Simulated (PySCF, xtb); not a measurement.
F2HOS, SMILES [OH+]=S(F)F, charge +1.

The structure is a stationary point at B3LYP-D3(BJ)/def2-SVP. The isomer is the one that the SMILES or the coordinates give; other isomers of the formula were not compared.

The numbers are results of C-PCM-B3LYP/def2-SVP (PySCF 2.14.0), not measurements.

The values are the electrostatic part of the solvation free energy, E(continuum) − E(gas) at the gas-phase geometry, in a cavity of scaled van der Waals radii (PySCF's table); cavitation and dispersion terms are not included. In vacuum the orbital gap is 9.38 eV.

| solvent | ε | ΔG(elec) (kcal/mol) | gap (eV) |
|---|---|---|---|
| water | 78.36 | -72.5 | 9.43 |
| ethylethanoate | 5.99 | -61.1 | 9.43 |
| chloroform | 4.71 | -57.7 | 9.42 |

For comparison, GFN2-xTB/ALPB(water) (xtb, at the GFN2-xTB geometry, all terms of that model) gives -76.1 kcal/mol.
